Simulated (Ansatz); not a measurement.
Basis-set extrapolation for C2H4FNOSi, SMILES `O[SiH]1C=C(F)N1` (PBE0-D4/def2-TZVP geometry, frozen core, Ansatz 0.2.0). Multiplicity 1, RHF reference.

|  | def2-TZVPP | def2-QZVPP |
| --- | --- | --- |
| HF | -595.927255 | -595.950491 |
| MP2 correlation | -1.115883 | -1.203766 |
| CCSD(T) correlation | -1.183482 | not run |

Energies in hartree. Use E(X) = E(∞) + A·exp(−7.88·√X) for Hartree–Fock and E(X) = E(∞) + B·X^(−2.97) for correlation, with X = 3 and 4, and add CCSD(T) minus MP2 of the smaller set to the MP2 limit.

What is the CCSD(T) energy at the basis-set limit?

HF limit: -595.950491 + (-0.023236) × 0.13774 = -595.95369. MP2 limit: -1.203766 + (-0.087883) × 0.74074 = -1.26886. Higher-order term: -1.183482 − (-1.115883) = -0.06760. Total: -597.29015 hartree, 112.6 kcal/mol below CCSD(T)/def2-TZVPP.
